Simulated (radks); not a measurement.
Values are calculated unless marked as measured or tabulated.
Coulomb parameter of the 4d shell of neutral molybdenum in the model configuration [Kr] 4d5 5s1, as a second difference U = [E(n + 0.25) + E(n - 0.25) - 2 E(n)] / (0.25)^2 with all orbitals relaxed. "Bare": the charge of the atom changes with n. "Screened": the 5s shell takes up the change at fixed total charge, which measures U(4d,4d) + U(5s,5s) - 2 U(4d,5s). Level of theory: Dirac Kohn-Sham, PBEsol, spin-unpolarised, spherical densities, point nucleus; open shells are shared between the two j in proportion to 2j + 1 (a radial shooting solver on a logarithmic mesh with Libxc functionals).

| case | configuration | E - E(n) (eV) |
|---|---|---|
| start | [Kr] 4d5 5s1 | 0.000 |
| bare +0.25 | [Kr] 4d5.25 5s1 | -0.708 |
| bare -0.25 | [Kr] 4d4.75 5s1 | 1.193 |
| screened +0.25 | [Kr] 4d5.25 5s0.75 | 0.116 |
| screened -0.25 | [Kr] 4d4.75 5s1.25 | -0.057 |

U(bare) = 7.746 eV, U(screened by 5s) = 0.951 eV. The step up makes a negative ion, whose loosely bound charge lowers the bare value.
